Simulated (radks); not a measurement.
Charge is removed step by step from the 5d5/2 level of the thallium ion Tl2+, starting from [Xe] 4f14 5d(3/2: 4, 5/2: 6) 6s1. All-electron calculation, Dirac Kohn-Sham, PBE, spin-unpolarised, spherical densities, finite nucleus; Fermi nuclear charge, rms radius 5.4759 fm. Program: a radial shooting solver on a logarithmic mesh with Libxc functionals.

removed (e)  E - E(0) (eV)  eigenvalue (eV)  E minus straight line (eV)
0                    0.000          -32.260                       0.000
0.125                4.139          -33.973                      -0.769
0.25                 8.494          -35.704                      -1.322
0.375               13.066          -37.453                      -1.658
0.5                 17.858          -39.219                      -1.774
0.625               22.872          -41.001                      -1.668
0.75                28.109          -42.800                      -1.339
0.875               33.572          -44.615                      -0.783
1                   39.264          -46.446                       0.000

Removing the whole electron costs 39.264 eV by Delta-SCF, against 32.260 eV from minus the eigenvalue at the starting occupation. Slater's transition state (half an electron removed) gives 39.219 eV. Integrating minus the eigenvalue over the occupation (Janak's theorem) gives 39.264 eV. The mean slope of the eigenvalue, de/dn, is 14.2 eV per electron.
